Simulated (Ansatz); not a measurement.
The cluster Cr₂O₂⁻. Total charge -1; quartet. Geometry PBE-D4/def2-SVPD; atoms count from 1.

| atom | x (Å) | y (Å) | z (Å) |
| --- | --- | --- | --- |
| Cr1 | -0.054 | -0.678 | -0.263 |
| Cr2 | 0.046 | 1.109 | 1.620 |
| O3 | -1.083 | 0.647 | -0.016 |
| O4 | 1.091 | -1.078 | -1.342 |

The charge -1 quartet is spin-contaminated (final ⟨S²⟩ up to 6.44, 3.75 for a pure state). The highest occupied level of the charge -1 quartet lies above zero (up to 0.03 eV). The electron is either unbound and held by the finite basis, or the level is raised by self-interaction error. Another isomer (doublet) lies 0.32 eV lower at PBE0-D4/def2-TZVPD.

Question: Estimate the Mulliken populations from the PBE0/def2-TZVPD orbitals of Ansatz.

Answer: 
```
atom  charge (e)  spin (α − β)  d electrons
 Cr1        0.91         -2.82         4.28
 Cr2        0.08          5.72         4.86
  O3       -1.01         -0.08            –
  O4       -0.98          0.18            –
```
Mulliken values depend strongly on the basis. With diffuse functions, as here, like atoms can get unlike values, and bond orders can come out too low or too high.

Question: Where does the spin sit?

Answer: Summed by element: Cr 2.90, O 0.10, of 3 unpaired in all. Largest on single atoms: Cr2 5.72, Cr1 -2.82, O4 0.18.

Question: And the Mayer bond orders between heavy atoms (over 0.3)?

Answer: Cr1–Cr2 0.82 (2.60 Å); Cr1–O3 0.83 (1.70 Å); Cr1–O4 1.56 (1.62 Å).
